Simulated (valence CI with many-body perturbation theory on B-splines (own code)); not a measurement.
Results of a calculation; reference values are marked as such.
Ladder of approximations for Ho¹⁶⁺

Level of theory: configuration interaction combined with many-body perturbation theory (CI+MBPT): five valence electrons over a frozen Dirac-Fock core [Kr] 4d10, radial functions for each j: 7 s, 7 p, 7 d, 7 f, 4 g, 2 h, with the one-electron correlation potential Σ1, the two-electron term Σ2, the three-electron term Σ3, Breit, model QED; selected CI, second order for the rest, scaled by the run's own slope (own B-spline code, finite nucleus).

No measured levels were compared; by estimate terms of the open shell hold to a few per cent of their energy, and close levels can change places. Core correlation moves these levels by up to 2800 cm⁻¹, and in measured spectra 5 to 20 % of such shifts remained as error; rates that hang on mixing are uncertain with them. Among the levels kept, up to 1100 cm⁻¹ of a level comes from second order outside the variational space, and about a tenth of that is noise between levels of different J, which matters for small intervals. Only levels of the ground parity were solved; by the run's estimate the other parity begins above the list, which can be wrong where configurations are misplaced.

Each rung adds one term. CI alone is the Dirac-Coulomb CI over the frozen core; QED comes last and gives the full result, which names the levels. Energies are above 4f⁵ ⁶H°_5/2 on the same rung, in cm⁻¹. A blank means that the level has no clear partner on that rung.

Names give the largest LS component (configuration and term), which can be under half, so a name can repeat, a term be missing and a line seem to break the LS rules; names also repeat where a configuration has a term twice. Letters in brackets count levels of one name in rising energy.

```tsv
Level	CI alone	Σ1	Σ2	Σ3	Breit	QED	Full
4f⁵ ⁶H°_7/2	2910	+179	+354	+15	-364	+22	3116
4f⁵ ⁶H°_9/2	6123	+356	+682	+19	-737	+41	6484
4f⁵ ⁶H°_11/2	9493	+514	+967	+13	-1116	+57	9928
4f⁵ ⁶F°_1/2	12980	+271	-54	+68	-333	+27	12959
4f⁵ ⁶F°_3/2	13275	+270	-5.1	+70	-325	+25	13310
4f⁵ ⁶H°_13/2	12888	+652	+1222	-3.0	-1497	+71	13332
4f⁵ ⁶F°_5/2	14249	+278	+40	+55	-349	+24	14295
4f⁵ ⁶H°_15/2	16215	+762	+1423	-40	-1848	+79	16592
4f⁵ ⁶F°_7/2	16618	+425	+290	+108	-663	+42	16820
4f⁵ ⁶F°_9/2	19810	+604	+538	+146	-1028	+61	20131
4f⁵ ⁶F°_11/2	23421	+774	+758	+153	-1406	+78	23777
4f⁵ ⁴G°_5/2 [a]	29972	+242	+778	-292	-67	+8.0	30641
4f⁵ ⁴F°_3/2	32087	+405	+1467	-69	-256	+26	33659
4f⁵ ⁴M°_15/2	36225	+267	-612	-349	-897	+12	34644
4f⁵ ⁴G°_7/2 [a]	35593	+545	+1354	-200	-564	+40	36768
4f⁵ ⁴I°_9/2	36909	+493	+787	-527	-651	+36	37047
4f⁵ ⁴I°_11/2	38075	+489	+397	-419	-764	+33	37812
4f⁵ ⁴K°_13/2 [a]	39094	+455	-159	-389	-889	+26	38138
4f⁵ ⁴M°_17/2	41405	+575	-265	-178	-1531	+44	40050
4f⁵ ⁴G°_5/2 [b]			+939	-264	-290	+29	41581
4f⁵ ⁴I°_15/2	42845	+736	+650	-370	-1444	+58	42474
4f⁵ ⁴G°_9/2	41970	+778	+1619	-172	-996	+60	43260
4f⁵ ⁴F°_5/2			+625	-75	-665	+52	43866
4f⁵ ⁴M°_19/2	45506	+754	-33	-116	-2106	+65	44069
4f⁵ ⁴L°_13/2	46438	+763	+175	-357	-1292	+65	45792
4f⁵ ⁶P°_3/2	47354	+558	-848	+150	-446	+36	46805
4f⁵ ⁴D°_1/2	46451	+409	+1182	-928	-223	+25	46915
4f⁵ ⁴M°_21/2	48566	+858	+112	-116	-2563	+73	46930
4f⁵ ⁴L°_15/2	48200	+725	+114	-539	-1480	+57	47078
4f⁵ ⁴K°_11/2	46960	+807	+934	-463	-1169	+69	47138
4f⁵ ⁴F°_7/2	46980	+1026	+2074	-310	-1041	+78	48808
```

The middle columns are the shifts that each term adds.

Q: How does the ionisation energy move along the ladder, and which term matters most?

A: CI alone 348.93, + Σ1 351.72, + Σ2 359.84, + Σ3 359.86, + Breit 359.89, + QED 359.92 eV. The largest step is Σ2, 8.12 eV. NIST lists 373 ± 19 eV (theoretical).
